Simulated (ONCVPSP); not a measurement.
## What one change does to a pseudopotential (Pb (Z = 82), ONCV)

* Element: lead
* Generator: ONCVPSP 4.0.1
* Type: optimised norm-conserving Vanderbilt (ONCV)
* Functional: PBE
* Relativity: scalar-relativistic
* Frozen core: [Kr] 4d10 4f14
* Valence charge: 22
* Reference configuration: 5s2 5p6 5d10 6s2 (charge +2)
* Partial waves: 5s+6s: rc 1.30 bohr, ncon 3, nbas 6, qcut 7.6 1/bohr, 2 projectors; 5p: rc 1.70 bohr, ncon 4, nbas 8, qcut 6.9 1/bohr, 2 projectors, debl 2.1 Ha; 5d: rc 1.55 bohr, ncon 3, nbas 8, qcut 8.6 1/bohr, 2 projectors, debl 3.5 Ha; f scattering state at 0.23 Ha: rc 1.70 bohr, ncon 3, nbas 8, qcut 6.9 1/bohr, 3 projectors, debl 1.7 Ha
* Local potential: polynomial inside 1.00 bohr (lpopt 5, dvloc0 1 Ha)
* Core correction: Teter function, fcfact 5, rcfact 1.3

In the p channel the program set the typed energies aside and used -3.771, 0.050 Ha.

All-electron outer shells of the reference configuration (PBE, scalar-relativistic, ld1.x):

```
shell  level (eV)  outermost node (bohr)  outermost maximum (bohr)
   5s     -160.93                   0.45                      0.79
   4f     -149.69                      –                      0.35
   5p     -102.61                   0.49                      0.88
   5d      -37.85                   0.52                      1.07
   6s      -27.44                   1.01                      1.93
```

Change: fully relativistic. In the p channel the program set the typed energies aside and used -3.551, 0.050 Ha (j = l + 1/2; the other j can differ).

Cutoffs: the cutoffs (Ha) at which the residual kinetic energy of the hardest occupied pseudo-wave falls to 1 and 0.1 mHa per electron; they do not see the model core or the augmentation charge, which bear on the density cutoff. Errors are all-electron minus pseudo energies relative to the spin-unpolarised reference configuration.

**Question.** How do hardness, ghosts and transferability respond?

**Answer.** The potential gets neither clearly harder nor softer (26 Ha and 55 Ha → 26 Ha and 55 Ha); both files keep a bound ghost (f); of the 4 tests that both files solve, the error grows in 0 and shrinks in 4 by more than 15 % and 0.3 meV (median size 8.2 → 0.7 meV).

| quantity | base | changed |
| --- | --- | --- |
| cutoff, loose | 26 Ha | 26 Ha |
| cutoff, tight | 55 Ha | 55 Ha |
| loose cutoff by channel | s 26 Ha, p 18 Ha, d 25 Ha | s 26 Ha, p 20 Ha, d 26 Ha |
| bound ghosts | f | f7/2 |
| GHOST(+) flags under 300 eV | s at 115.3 eV | f5/2 at 83.2 eV, s at 114.6 eV |
| error for 5s2 5p6 5d10 6s2 6p2, meV [ΔE -20.02 → -20.30 eV] | +8.8 | +0.8 |
| error for 5s2 5p6 5d10 6s2 6p1, meV [ΔE -13.44 → -13.61 eV] | +5.5 | +0.5 |
| error for 5s2 5p6 5d10 6s1, meV [ΔE 32.41 eV] | -15 | -2.9 |
| error for 5s2 5p6 5d10 6s2 6p1.5, meV [ΔE -17.53 → -17.75 eV] | +7.6 | +0.7 |
| s: phases at 1.32 bohr within 0.05 rad from the reference energy up to (Ha; the scan ends near 5) | 2.2 | 2.2 |
| rms error of d²Exc/dni dnj with the model core, mHa | 0.81 | 3.55 |

 A true bound ghost makes a file unfit for plane-wave use even where its test errors are small: the radial tests pick states by their node count and pass the ghost by.
